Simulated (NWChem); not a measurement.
Ionisation of CF (+1)

```
C
F 1 1.1535
```
Charge +1, spin multiplicity 1.

All runs are NWChem calculations. All single points use one geometry, from PBE0/def2-SVP, a minimum by its harmonic frequencies.

Basis set: def2-TZVPD. −ε marks an orbital energy of the parent.

B3LYP has NWChem's definition, with VWN1-RPA local correlation. The structure started from a generated list of species.

Q: One of these methods gave a first vertical ionisation energy of 26.48 eV. Which?
A) −ε(HOMO) of HF
B) −ε(HOMO) of PBE
C) −ε(HOMO) of B3LYP
D) G0W0@PBE0

A: A, −ε(HOMO) of HF. The others give 20.11 (−ε(HOMO) of PBE), 21.69 (−ε(HOMO) of B3LYP), 25.63 (G0W0@PBE0).
